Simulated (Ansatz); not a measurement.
Molecule: C4H13NSi (charge 0, singlet). 
Geometry from a B3LYP-D3(BJ)/def2-TZVP (Ansatz, a first-principles code) optimisation:
SMILES: CCN([SiH3])CC
```xyz
19

C      2.3995    -0.6161     0.0017
C      1.1496    -0.7310    -0.8718
N     -0.0668    -0.1758    -0.2837
Si    -0.4356     1.4978    -0.4945
C     -0.5965    -0.9542     0.8325
C     -2.0416    -0.6197     1.1736
H      3.2623    -1.0552    -0.5045
H      2.6274     0.4304     0.2154
H      2.2729    -1.1344     0.9534
H      0.9653    -1.7867    -1.1047
H      1.3310    -0.2309    -1.8249
H      0.3495     1.9542    -1.6639
H     -0.0800     2.3532     0.6742
H     -1.8781     1.7205    -0.7497
H      0.0180    -0.8335     1.7362
H     -0.5336    -2.0137     0.5585
H     -2.1512     0.4092     1.5238
H     -2.6897    -0.7526     0.3064
H     -2.3935    -1.2731     1.9734
```

Total electronic energies in hartree. Valence correlation only, unless marked. Spin-orbit coupling is left out. Non-relativistic unless marked X2C. CBS(X,Y): correlation extrapolated as X^-3; Hartree-Fock from the larger set. The bracket is a focal-point correction in the basis named.

```tsv
level	program	energy (Eh)
HF/cc-pV(D+d)Z	Ansatz	-502.44246
HF/cc-pwCVTZ	Ansatz	-502.52125
RI-HF/aug-cc-pV(T+d)Z	Ansatz	-502.52094
SVWN5/def2-TZVPD	Ansatz	-501.45245
r2SCAN-D3(BJ)/def2-TZVPD	Ansatz + dftd3	-504.42820
PBE0/STO-3G	Ansatz	-498.18613
PBE0-D3(BJ)/def2-TZVPD	Ansatz + dftd3	-504.21265
BHLYP/def2-TZVPD	Ansatz	-504.45007
r2SCANh-D4/def2-TZVPD	Ansatz + dftd4	-504.41925
LC-wPBE-D4/def2-TZVPD	Ansatz + dftd4	-504.38891
LC-wPBE/def2-TZVPD	Ansatz	-504.37106
wB97X/def2-TZVPD	Ansatz	-504.53059
PBE-QIDH/def2-TZVPD	Ansatz	-504.07977
RI-MP2/cc-pV(T+d)Z	Ansatz	-503.57034
SCS-MP2/STO-3G	Ansatz	-496.88351
CCSD/STO-3G	Ansatz	-496.94856
CCSD/cc-pV(T+d)Z	Ansatz	-503.64172
CCSD/cc-pVTZ	Ansatz	-503.63758
CCSD(T)/aug-cc-pV(D+d)Z	Ansatz	-503.46642
CCSD(T)/cc-pV(T+d)Z	Ansatz	-503.68531
X2C-CCSD(T)/cc-pVTZ-DK	Ansatz	-504.37016
CCSD(T) with core electrons (1s frozen past Ne)/cc-pwCVTZ	Ansatz	-504.20271
RI-MP2/CBS(aug-cc-pV(T+d)Z,aug-cc-pV(Q+d)Z)+[CCSD(T)-MP2]/aug-cc-pV(T+d)Z	Ansatz	-503.8200
```

Totals of different functionals don't rank their quality; only differences between species are comparable.
